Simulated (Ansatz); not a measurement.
Reactions of C2H3B (`BC#C`).

Computed with Ansatz on PBE0-D4/def2-TZVP structures; ΔE is electronic, products minus reactants. CCSD(T)/CBS is the MP2 limit (def2-TZVPP, def2-QZVPP) plus CCSD(T) − MP2 in def2-TZVPP, frozen cores. This one scheme is used for every species. Functionals use def2-TZVPP. B3LYP here is the variant with VWN-RPA as its local correlation; programs differ in this. For Zn outer-core shells are correlated without core-valence functions, which leaves a few kJ/mol of doubt a bond. Scalar relativity is left out up to krypton. Each species was taken in one conformer, which may not be the lowest.

```
                                              reaction  PBE-D4 (eV)  B3LYP-D4 (eV)  r2SCAN-D4 (eV)  CCSD(T)/CBS(def2) (eV)
 `BC#C` + `[SiH3]N[SiH3]` → `BN([SiH3])[SiH3]` + `C#C`        -0.66          -0.68           -0.65                   -0.76
               `BC#C` + `O[SiH3]` → `BO[SiH3]` + `C#C`        -0.76          -0.85           -0.79                   -0.89
           `BC#C` + `C[SiH2]BS` → `C#CSB[SiH2]C` + BH₃         1.23           1.54            1.32                    1.40
            `BC#C` + `N[SiH2]P` → `B[SiH](N)P` + `C#C`         0.43           0.75            0.58                    0.65
`BC#C` + `[F][Zn][CH2]Cl` → `B[CH](Cl)[Zn][F]` + `C#C`         0.07           0.18            0.10                    0.07
          `BC#C` + `O1[SiH2]P1` → `B[SiH]1OP1` + `C#C`         0.48           0.61            0.57                    0.58
```

Largest T1 diagnostic: 0.021, for `B[SiH]1OP1`.
